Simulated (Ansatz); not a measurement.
Basis-set extrapolation for C2H7AlSSi, SMILES `C[SiH]1[CH2][Al]1[SH]` (PBE0-D4/def2-TZVP geometry, frozen core, the Gaussian-basis code of Ansatz). Multiplicity 1, RHF reference.

|  | def2-TZVPP | def2-QZVPP |
| --- | --- | --- |
| HF | -1008.258296 | -1008.288421 |
| MP2 correlation | -0.719932 | -0.771763 |
| CCSD(T) correlation | -0.816304 | not run |

Energies in hartree. Use E(X) = E(∞) + A·exp(−7.88·√X) for Hartree–Fock and E(X) = E(∞) + B·X^(−2.97) for correlation, with X = 3 and 4, and add CCSD(T) minus MP2 of the smaller set to the MP2 limit.

Problem. What is the CCSD(T) energy at the basis-set limit?

Solution. HF limit: -1008.288421 + (-0.030125) × 0.13774 = -1008.29257. MP2 limit: -0.771763 + (-0.051831) × 0.74074 = -0.81016. Higher-order term: -0.816304 − (-0.719932) = -0.09637. Total: -1009.19910 hartree, 78.1 kcal/mol below CCSD(T)/def2-TZVPP.
